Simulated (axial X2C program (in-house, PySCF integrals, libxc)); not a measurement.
YbC⁺: properties at the nuclei

Computed with an axial X2C code built on PySCF integrals: two-component X2C with atomic mean-field Coulomb and Gaunt terms, Gaussian nuclei, basis Yb dyall-cv3z, C dyall-v3z with contracted cores.

R = 2.202 Å (near the PBE0 minimum at charge 1 of the determinant lowest at the starting distance; the state shown can have its own minimum elsewhere).

Determinant lowest in the PBE0 search, Ω = 3/2 (⟨Sz⟩ = 1.50, ⟨Lz⟩ = 0.00 at PBE0), spin on the atoms Yb 0.27, C 1.23:

```tsv
level	Eeff magnitude (GV/cm)	Ws magnitude Yb (kHz)	A∥/gI Yb (MHz)	qzz Yb (a.u.)	A∥/gI C (MHz)	qzz C (a.u.)
PBE0	12.4	7.93	1020	-2.72	47.8	-0.03
HF	11.4	7.3	561	-3.13	73.8	-0.11
r2SCAN	11.2	7.27	1110	-2.46	63.5	-0.03
LDA	10.2	6.51	1410	-2.54	58.3	0.01
PBE	10.5	6.74	1390	-2.37	46.8	0.02
```

Determinant 1.50 eV from it at PBE0 and this distance, Ω = 1/2 (⟨Sz⟩ = 0.50, ⟨Lz⟩ = 0.00 at PBE0), spin on the atoms Yb 0.08, C 0.42:

| level | Eeff magnitude (GV/cm) | Ws magnitude Yb (kHz) | A∥/gI Yb (MHz) | qzz Yb (a.u.) | A∥/gI C (MHz) | qzz C (a.u.) |
| --- | --- | --- | --- | --- | --- | --- |
| PBE0 | 15 | 27.6 | 3460 | -2.51 | 238 | -0.13 |
| HF | 15.8 | 29.2 | 2270 | -2.91 | 300 | -0.24 |
| r2SCAN | 12.9 | 23.7 | 3560 | -1.75 | 235 | -0.12 |
| LDA | 12.3 | 22.3 | 4770 | -2.00 | 234 | -0.03 |
| PBE | 12.6 | 22.9 | 4540 | -1.86 | 217 | -0.02 |

Eeff is the effective electric field on the electron electric dipole moment in this Ω state and Ws the scalar–pseudoscalar constant of the nucleus named (defined with the proton number Z and per Ω); A∥ (defined per Ω) follows by multiplying with gI = μI/(I μN); qzz is the electric field gradient, eQq0 = 234.96 MHz × Q/barn × qzz. The operators were transformed with the bare-nucleus X2C matrices; with these basis sets, hyperfine constants and field gradients can be off by tens of per cent, and where levels differ in sign neither size nor sign is settled.

(1) With Q(173Yb) = 2.8 barn, gI(13C) = 1.4048 (g factors from the IAEA table of nuclear moments by Stone; Q from Pyykkö, Mol. Phys. 2018), turn the PBE0 values of the first state into constants in MHz.

Each state is one determinant with collinear spin, which with several unpaired electrons need not be a pure state. Unrestricted Hartree–Fock can overshoot spin polarisation at the nuclei. This is the top spin component of a Σ state; components of lower Ω are not single determinants and can lie lower. With several open shells hyperfine constants can be off by a factor of several. The search compared states at one distance, so a state with another bond length can lie lower. Further determinants of the search, some of them spin-mixed, are not shown. Where a field gradient or hyperfine factor spreads by more than a factor of two over the levels, a constant derived from it is not to be relied on. PBE0 term energies can be off by some tenths of an eV.

## Answers

(1) eQq0(173Yb) = 234.96 × (2.8) × (-2.72) = -1790 MHz; A∥(13C) = 47.8 × 1.4048 = 67.1 MHz.
